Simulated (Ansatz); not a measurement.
Si₄₁H₄₆, a nanocrystal cut from hexagonal silicon, relaxed as a singlet with RKS PBE-D4/def2-SVP in Ansatz, starting from the GFN2-xTB geometry. Force threshold 0.03 eV/Å.

Single mean-field runs in def2-SVP are fitted with def2-universal-jkfit.

Start:

Cartesian coordinates in Å:
```
Si -0.123 5.023 -1.697
Si -1.028 5.005 0.447
Si -3.346 4.750 0.493
Si 2.325 3.587 1.878
Si 0.001 3.310 1.765
Si -0.979 3.150 3.930
Si -3.897 2.722 1.508
Si -3.300 3.021 3.744
Si -0.027 1.392 5.120
Si 0.486 3.004 -5.016
Si -0.440 3.020 -2.864
Si -2.716 2.487 -3.083
Si 2.896 1.509 -1.349
Si 3.458 1.799 0.908
Si 0.548 1.242 -1.564
Si -0.431 1.198 0.646
Si -3.314 0.634 -1.814
Si -2.826 0.857 0.499
Si 2.945 -0.244 1.937
Si 0.600 -0.599 1.891
Si -0.337 -0.698 4.114
Si -3.264 -1.194 1.613
Si -2.614 -1.204 3.845
Si 0.630 -2.483 5.284
Si 0.149 0.988 -6.098
Si 3.415 -0.444 -4.673
Si 4.034 -0.228 -2.440
Si 1.101 -0.707 -4.828
Si 0.134 -0.864 -2.669
Si -2.210 -1.242 -2.702
Si 3.517 -2.151 -1.199
Si 4.088 -2.104 1.076
Si 1.202 -2.633 -1.421
Si 0.183 -2.696 0.767
Si -2.721 -3.312 -1.727
Si -2.162 -2.963 0.524
Si 3.516 -4.086 2.154
Si 1.203 -4.389 2.080
Si 0.306 -4.509 4.219
Si 0.725 -4.658 -2.496
Si -1.548 -5.085 -2.693
H -0.579 6.190 -2.470
H 1.332 5.230 -1.597
H -0.738 6.306 1.094
H -3.981 5.869 1.206
H -3.919 4.873 -0.853
H 2.690 4.866 1.250
H 2.719 3.780 3.283
H -0.687 4.416 4.641
H -5.355 2.489 1.404
H -3.938 4.231 4.285
H -3.844 1.968 4.611
H 1.426 1.608 5.211
H -0.460 1.392 6.528
H 0.042 4.155 -5.817
H 1.938 3.222 -4.880
H -3.573 3.650 -2.826
H -2.989 2.209 -4.503
H 3.195 2.777 -2.049
H 4.918 2.024 1.006
H -4.772 0.396 -1.918
H 3.280 -0.118 3.373
H -4.721 -1.430 1.507
H -3.464 -0.351 4.683
H -2.862 -2.540 4.412
H 2.080 -2.230 5.375
H 0.201 -2.514 6.692
H 0.576 0.993 -7.506
H -1.302 0.753 -6.187
H 3.818 0.751 -5.434
H 4.155 -1.526 -5.336
H 5.490 0.019 -2.327
H 0.852 -2.019 -5.471
H -2.550 -1.329 -4.142
H 4.234 -3.287 -1.817
H 5.543 -1.857 1.185
H -4.177 -3.553 -1.834
H -2.470 -4.211 1.261
H 3.956 -4.049 3.560
H 4.256 -5.231 1.605
H 0.952 -5.657 1.358
H -1.144 -4.740 4.111
H 0.773 -5.667 4.998
H 1.372 -4.666 -3.818
H 1.402 -5.755 -1.786
H -1.938 -5.276 -4.100
H -1.911 -6.369 -2.071
```

| step | energy (eV) | largest force component (eV/Å) | SCF passes |
| --- | --- | --- | --- |
| 1 | -323486.8623 | 0.752 | 21 |
| 2 | -323488.0796 | 0.579 | 26 |
| 3 | -323488.2822 | 0.065 | 21 |
| 4 | -323488.2909 | 0.016 | 21 |

Force components are those of the run's own axes.

End:

```xyz
87

Si   -0.073    4.962   -1.683
Si   -0.978    4.947    0.486
Si   -3.330    4.685    0.473
Si    2.343    3.584    1.877
Si    0.018    3.201    1.706
Si   -0.930    3.150    3.858
Si   -3.897    2.616    1.451
Si   -3.284    2.966    3.701
Si    0.024    1.368    5.059
Si    0.563    2.956   -4.896
Si   -0.467    2.923   -2.781
Si   -2.766    2.464   -3.093
Si    2.860    1.603   -1.362
Si    3.491    1.781    0.899
Si    0.535    1.210   -1.525
Si   -0.414    1.158    0.624
Si   -3.373    0.602   -1.787
Si   -2.745    0.813    0.473
Si    2.909   -0.203    2.024
Si    0.584   -0.585    1.842
Si   -0.369   -0.684    3.987
Si   -3.324   -1.189    1.571
Si   -2.665   -1.227    3.830
Si    0.707   -2.409    5.172
Si    0.102    0.930   -6.003
Si    3.395   -0.427   -4.604
Si    4.033   -0.178   -2.353
Si    1.063   -0.807   -4.745
Si    0.112   -0.835   -2.597
Si   -2.217   -1.209   -2.756
Si    3.475   -2.150   -1.198
Si    4.083   -2.003    1.070
Si    1.151   -2.542   -1.372
Si    0.161   -2.620    0.752
Si   -2.763   -3.226   -1.680
Si   -2.168   -2.990    0.582
Si    3.494   -4.018    2.133
Si    1.161   -4.376    1.951
Si    0.252   -4.464    4.116
Si    0.776   -4.588   -2.458
Si   -1.549   -4.998   -2.645
H    -0.642    6.101   -2.493
H     1.422    5.153   -1.585
H    -0.640    6.249    1.177
H    -3.930    5.771    1.335
H    -3.889    4.843   -0.916
H     2.695    4.873    1.175
H     2.726    3.722    3.331
H    -0.591    4.453    4.547
H    -5.384    2.369    1.341
H    -3.888    4.280    4.134
H    -3.810    1.895    4.620
H     1.518    1.574    5.131
H    -0.515    1.323    6.468
H     0.058    4.134   -5.694
H     2.055    3.107   -4.727
H    -3.603    3.681   -2.802
H    -2.988    2.093   -4.540
H     3.192    2.894   -2.074
H     4.988    1.977    0.981
H    -4.861    0.350   -1.861
H     3.274   -0.071    3.485
H    -4.813   -1.409    1.437
H    -3.495   -0.316    4.697
H    -2.860   -2.637    4.335
H     2.196   -2.165    5.175
H     0.229   -2.422    6.604
H     0.675    0.942   -7.400
H    -1.390    0.742   -6.105
H     3.753    0.815   -5.384
H     4.135   -1.591   -5.214
H     5.519    0.073   -2.235
H     0.807   -2.145   -5.401
H    -2.585   -1.295   -4.221
H     4.196   -3.319   -1.831
H     5.569   -1.747    1.179
H    -4.250   -3.470   -1.788
H    -2.504   -4.258    1.335
H     3.885   -3.968    3.590
H     4.233   -5.166    1.490
H     0.904   -5.670    1.213
H    -1.240   -4.674    4.051
H     0.858   -5.608    4.891
H     1.406   -4.549   -3.829
H     1.435   -5.698   -1.676
H    -1.927   -5.134   -4.099
H    -1.897   -6.288   -1.946
```

By distances, no bond broke or formed. The bond that changes most is Si5–Si16, from 2.43 to 2.35 Å (atoms count from 1).

No frequencies were taken in this run, so the end may be a saddle point.

It took 24 s on 11 threads of AMD EPYC 7R13 on a shared host and a whole NVIDIA H100 80GB HBM3, peak host memory 1.7 GiB.
